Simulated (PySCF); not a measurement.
Below is a simulated gas-phase C 1s photoelectron spectrum of `CCB(F)F` (ethyldifluoroborane).

Every computed line was given a Gaussian of 0.5 eV full width at half maximum and an area set by the number of equivalent atoms; the highest printed point is 100. Method used: delta-SCF UKS SCAN, pcX-2 on the ionised atom, pcseg-1 elsewhere, spin-free X2C in PySCF.

```
binding energy (eV)  intensity
              290.2          0
              290.3          1
              290.4          5
              290.5         13
              290.6         30
              290.7         56
              290.8         83
              290.9        100
              291.0         98
              291.1         78
              291.2         51
              291.3         26
              291.4         11
              291.5          4
              291.6          1
              291.7          0
```

How many maxima does the curve show, and how many computed lines lie under it?

The curve has 1 maximum (at 290.9 eV). Under it lie 2 lines from 2 inequivalent carbon sites. At this width some lines have no maximum of their own.

Decompose the envelope and assign each component. Numbering: `[CH3:1][CH2:2][B:3]([F:4])[F:5]`.

```
position (eV)  relative area  line  atoms                environment
       290.89              1  C 1s     C2  sp3 carbon bound to boron
       290.99              1  C 1s     C1              methyl carbon
```

What are the centre and the root-mean-square width of the whole band?

The area-weighted mean of the lines is 290.94 eV. Their own spread about it is 0.05 eV (rms) and each Gaussian has σ = 0.5/2.355 = 0.21 eV; the variances add, which gives 0.22 eV.

Above which line width would these two lines show one maximum?

Two equal Gaussians merge once their distance is under 2σ = FWHM/1.177. With 0.10 eV between them that is a full width over 0.12 eV.

The 2 C 1s values lie within 0.10 eV of each other; Gaussian lines of 0.5 eV full width would blend them into one maximum.

No satellites, vibrations or lifetime broadening are included. One conformer (not necessarily the lowest) at the PBE0-D3(BJ)/def2-SVP geometry, without solvent, vibrations or thermal averaging.

Time: 17 s; peak memory 0.40 GiB. Hardware: one thread of an Arm Neoverse V2, no GPU, shared host with 96 logical CPUs at a one-minute load of 43.

Shape of the structure used: `[CH3:1][CH2:2][B:3]([F:4])[F:5]`: C1–C2–B3–F4 -10°.
